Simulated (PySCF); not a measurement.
# Ge2: energy against distance

Set-up: PySCF, scalar-relativistic core potentials, basis sets Ge cc-pVTZ-PP with ECP10. Energies in eV from Ge + Ge in their ground configurations at the same level. State: ³Σg⁻ (triplet), unpaired electrons π ↑↑.

All columns are PBE0.

| R (Å) | E (eV) | HOMO (eV) | LUMO (eV) | Mayer bond order | ⟨S²⟩ |
| --- | --- | --- | --- | --- | --- |
| 2.052 | -1.931 | -5.43 | -3.92 | 1.91 | 2.00 |
| 2.147 | -2.463 | -5.47 | -3.74 | 1.93 | 2.00 |
| 2.243 | -2.756 | -5.48 | -3.58 | 1.94 | 2.00 |
| 2.314 | -2.861 | -5.49 | -3.47 | 1.94 | 2.00 |
| 2.386 | -2.890 | -5.48 | -3.38 | 1.95 | 2.00 |
| 2.458 | -2.860 | -5.47 | -3.29 | 1.95 | 2.00 |
| 2.553 | -2.753 | -5.45 | -3.19 | 1.96 | 2.00 |
| 2.672 | -2.542 | -5.40 | -3.09 | 1.97 | 2.00 |
| 2.816 | -2.220 | -5.33 | -2.98 | 1.98 | 2.00 |
| 3.006 | -1.740 | -5.23 | -3.03 | 1.98 | 2.00 |

Spin–orbit coupling is left out. The state is the lowest determinant that a PBE0 search found; another state may lie lower at other levels.
